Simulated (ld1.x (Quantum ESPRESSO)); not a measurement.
# Tc: one change to a PAW potential, before and after

technetium, PAW, made with ld1.x (Quantum ESPRESSO) 7.5 (BLYP, scalar-relativistic). Core [Kr], reference 4d5 5s2 5p0. Waves: 5s (bound): rcut 2.25, rcutus 2.50 bohr; 5s channel at 1.55 Ry: rcut 2.25, rcutus 2.50 bohr; 5p (bound, empty): rcut 2.85, rcutus 3.10 bohr; 5p channel at 0.75 Ry: rcut 2.85, rcutus 3.10 bohr; 4d (bound): rcut 2.25, rcutus 2.50 bohr; 4d channel at 0.45 Ry: rcut 2.25, rcutus 2.50 bohr. Local part: all-electron potential smoothed inside 2.30 bohr (lloc = -1). Core correction: Bessel-smoothed model core inside 1.15 bohr. Augmentation charge: BESSEL, radius 2.60 bohr.

Change: waves 5s (bound): rcut 2.25, rcutus 3.70 bohr; 5s channel at 1.55 Ry: rcut 2.25, rcutus 3.70 bohr.

Cutoffs: the cutoffs (Ry, on a coarse ladder) from which the occupation-weighted sum of valence levels, in a spherical-Bessel basis at the reference potential, stays within 10 and 1 mRy of its value at 400 Ry; they do not see the model core or the augmentation charge, which bear on the density cutoff. Errors are all-electron minus pseudo energies relative to the spin-unpolarised reference configuration.

Q: How do hardness, ghosts and transferability respond?

A: The potential gets neither clearly harder nor softer (15 Ry and 25 Ry → 15 Ry and 25 Ry); of the 7 tests that both files solve, the error grows in 0 and shrinks in 5 by more than 15 % and 0.3 meV (median size 10.7 → 8.5 meV); neither file shows a bound ghost. That the errors move this way runs against the usual rule that smaller radii transfer better.

| quantity | base | changed |
| --- | --- | --- |
| cutoff, loose | 15 Ry | 15 Ry |
| cutoff, tight | 25 Ry | 25 Ry |
| bound ghosts | none | none |
| error for 4d5 5s1 5p0, meV [ΔE 8.12 eV] | -2.5 | +2.8 |
| error for 4d5 5s0 5p0, meV [ΔE 23.09 eV] | -11 | -8.5 |
| error for 4d4 5s0 5p0, meV [ΔE 51.70 eV] | -191 | -202 |
| error for 4d6 5s0 5p0, meV [ΔE 6.32 eV] | -63 | -48 |
| error for 4d5 5s1 5p1, meV [ΔE 3.75 eV] | -0.8 | +0.2 |
| error for 4d5 5s0 5p2, meV [ΔE 7.76 eV] | -2.3 | -1.2 |
| error for 4d4 5s2 5p1, meV [ΔE 6.52 eV] | -69 | -51 |
| lowest overlap eigenvalue by channel | s 0.53, p 0.51, d 0.28 | s 0.55, p 0.51, d 0.28 |
